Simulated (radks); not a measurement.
Question: Valence configurations of Pb. All-electron calculation, scalar-relativistic Kohn-Sham, BLYP, spin-polarised, spherical densities, finite nucleus; open shells are filled with parallel spins first (spin-orbit coupling, left out, can overturn this in heavy ions); Fermi nuclear charge, rms radius 5.5012 fm. Program: a radial shooting solver on a logarithmic mesh with Libxc functionals. Order these by energy: [Xe] 4f13 5d10 6s1 6p4; [Hg] 6p2; [Xe] 4f12 5d10 6s2 6p4; [Xe] 4f14 5d6 6s2 6p6; [Xe] 4f14 5d8 6s1 6p5; [Xe] 4f14 5d8 6s2 6p4; [Xe] 4f14 5d10 6s1 6p3; [Xe] 4f14 5d10 6p4; [Xe] 4f13 5d10 6s2 6p3; [Xe] 4f14 5d9 6s2 6p3.

Answer: From the lowest, in eV above it: [Hg] 6p2 0.000; [Xe] 4f14 5d10 6s1 6p3 7.448; [Xe] 4f14 5d10 6p4 17.823; [Xe] 4f14 5d9 6s2 6p3 18.326; [Xe] 4f14 5d8 6s2 6p4 40.743; [Xe] 4f14 5d8 6s1 6p5 51.089; [Xe] 4f14 5d6 6s2 6p6 93.764; [Xe] 4f13 5d10 6s2 6p3 137.41; [Xe] 4f13 5d10 6s1 6p4 147.18; [Xe] 4f12 5d10 6s2 6p4 293.76. NIST lists [Hg] 6p2 as the ground configuration; this level of theory agrees among the configurations tried. The energies are those of spherical high-spin densities, not of single terms.
